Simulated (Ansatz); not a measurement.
Relaxed structures of AlGeH4, doublet (PBE0-D4/def2-TZVP; forces vanish, vibrations not checked; lower isomers may exist, and structures with a doubtful reference or unclear bonds are left out; Å). Computed with Ansatz 0.2.0 (basis: def2-TZVPP); correlated methods freeze the cores; orbitals are unrestricted. Filled d shells of the heavier atoms are correlated. The def2 sets are not built for correlating such inner shells, so the correlated values are less sure here.

Question: Rank them by CCSD(T) energy, lowest first, and give each one's height above the lowest. Links in brackets join atoms within 1.22 times the sum of their covalent radii (1.1 for two metals). (To be estimated.)
A.
AlGeH₄ ([H]1[AlH]2[H][GeH]12)
```
6
angstrom
Al 0.1982 -0.2376 0.1481
Ge -0.4128 2.2953 -0.2496
H 0.9400 2.2333 0.5962
H -0.7725 -1.3664 -0.4519
H 0.2092 1.0162 -1.1683
H -0.9736 1.0278 0.7230
```
B.
a complex of GeH₄ + Al
```
6
angstrom
Al 0.1826 2.6393 0.0410
Ge -0.0379 -0.5412 -0.0086
H 0.9679 -1.5052 0.6339
H -1.1744 -1.3187 -0.6848
H 0.6753 0.3677 -1.0371
H -0.6086 0.4242 1.0567
```
C.
AlGeH₄ ([H]1[AlH2]2[H][Ge]12)
```
6
angstrom
Al -0.0474 -0.6503 -0.0111
Ge 0.1414 2.0081 0.0311
H 1.1030 -1.4799 0.6891
H -1.3056 -1.2762 -0.7368
H 0.6269 0.6739 -0.9570
H -0.5183 0.7245 0.9846
```

Answer: The calculation gives: C (0.000 eV), A (0.521 eV), B (0.920 eV). Heights count from the lowest.

No T1 diagnostic of these runs exceeds 0.017. ⟨S²⟩ of the unrestricted Hartree–Fock references: 0.76 to 0.78 (a pure state has 0.75).

For scale, one of the runs: CCSD(T)/def2-TZVPP, 146 basis functions, launched by `ansatz run in.yaml --threads 2 --pin off --events-out ev --progress --plain --max-ram 4352MiB`. The run took 66 s on 2 CPU threads of an Arm Neoverse V1 (shared host), with 1.9 GiB of host memory at its peak.
